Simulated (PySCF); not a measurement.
**Worked example: oscillator strength and radiative lifetime**

fluoroethane (C2H5F), SMILES FCC.

Geometry optimised at PBE-D3(BJ)/def2-TZVP.

TDA-PBE/def2-SVPD run with PySCF puts the first singlet state with f over 0.02 at 8.72 eV (vertical), with the transition dipole (0.000, 0.000, -0.325) in atomic units.

### Question
Find the oscillator strength, the wavelength and the radiative lifetime that this transition would have in vacuum if emission retraced absorption.

### Answer

|μ|² = 0.1056 au, so |μ| = 0.83 D. ΔE = 8.72/27.211 = 0.3205 hartree. f = (2/3) ΔE |μ|² = 0.023 (the program prints 0.023).
λ = 1239.84/8.72 = 142 nm; ν = 70332 cm⁻¹.
Einstein's coefficient A = 0.6670 ν² f s⁻¹ (ν in cm⁻¹) = 7.4e7 s⁻¹, so τ = 1/A = 13 ns. This state is S3; the lower singlets have f = 0.002, 0.017. The figure is the radiative limit of this one transition; relaxation, internal conversion, crossing to triplets and a medium change what is measured.
